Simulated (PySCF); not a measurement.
# Mayer bond orders and bond lengths

C₂H₁₁NSi₂.
Atom-mapped SMILES: `[CH3:1][CH2:2][NH:3][SiH2:4][SiH3:5]` (hydrogens: H6, H7, H8 on C1; H9, H10 on C2; H11 on N3; H12, H13 on Si4; H14, H15, H16 on Si5)

Structure used (PBE0-D3(BJ)/def2-SVP), in Å, numbered top down from 1:
```
atom  x, y, z in Å
C1    -1.9069    0.4844   -0.4363
C2    -0.9347    0.3705    0.7298
N3    -0.1139   -0.8219    0.7269
Si4    1.3639   -1.0110   -0.1631
Si5    2.6454    0.9433    0.0590
H6    -1.3692    0.5112   -1.3974
H7    -2.5174    1.3981   -0.3612
H8    -2.5926   -0.3781   -0.4625
H9    -0.2663    1.2502    0.7319
H10   -1.4899    0.4274    1.6831
H11   -0.6313   -1.6676    0.9457
H12    1.2277   -1.2888   -1.6380
H13    2.0968   -2.1804    0.4162
H14    3.9929    0.7261   -0.5556
H15    2.8226    1.3069    1.4995
H16    2.0032    2.1016   -0.6403
```

Bond orders from the PBE0/pcSseg-1 density (PySCF). Geometry: PBE0-D3(BJ)/def2-SVP, one conformer, isolated molecule.

**Question.** How far do the computed orders between heavy atoms stray from the drawn ones?

**Answer.** The largest departure is 0.089, at Si4–Si5 (drawn single, 0.911).

**Question.** Set the Mayer orders of the bonds beside their lengths.

**Answer.** 
```
   bond  drawn as  length (Å)  Mayer order
  C1–C2    single       1.522        1.042
  C2–N3    single       1.448        0.965
 N3–Si4    single       1.735        1.013
Si4–Si5    single       2.348        0.911
  C1–H6    single       1.102        0.963
  C1–H7    single       1.101        0.962
  C1–H8    single       1.102        0.966
  C2–H9    single       1.105        0.940
 C2–H10    single       1.105        0.955
 N3–H11    single       1.015        0.927
Si4–H12    single       1.507        0.860
Si4–H13    single       1.497        0.931
Si5–H14    single       1.497        0.936
Si5–H15    single       1.496        0.923
Si5–H16    single       1.498        0.924
```

**Question.** Sum the orders of all bonds at each heavy atom with more than one neighbour and set the sums beside the valence in the SMILES.

**Answer.** C1 3.933 (drawn 4), C2 3.902 (drawn 4), N3 2.905 (drawn 3), Si4 3.715 (drawn 4), Si5 3.694 (drawn 4). Orders between atoms that aren't bonded are not in these sums.

For a closed shell the Mayer order of atoms A and B is Σ (PS)μν (PS)νμ over the basis functions μ on A and ν on B, with P the density and S the overlap matrix.
